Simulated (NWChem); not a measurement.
# GeNH$_{3}$S, singlet; SMILES [SH][Ge][NH2]

```xyz
6

Ge    -0.4469    -0.5323     0.0000
N      1.2418    -1.2010     0.0000
H      1.4042    -2.2021     0.0000
H      2.1070    -0.6692     0.0000
S      0.1978     1.6378     0.0000
H     -1.0678     2.1066     0.0000
```
Atoms are numbered in this order, from 1.

Computed with NWChem. Low-valent species are run as closed-shell singlets; no triplet was tried in these runs. The geometry was optimised at PBE0/def2-SVP. Vertical excitations in the gas phase.

**Question.** Predict the results for B3LYP/def2-SVPD, TDA. Quantities: lowest excitation, singlet (eV); oscillator strength of that lowest state; orbital gap (eV).

**Answer.** 
```
Quantity                                  Result
----------------------------------------  ------
lowest excitation, singlet (eV)             4.43
oscillator strength of that lowest state   0.034
orbital gap (eV)                            5.08
```
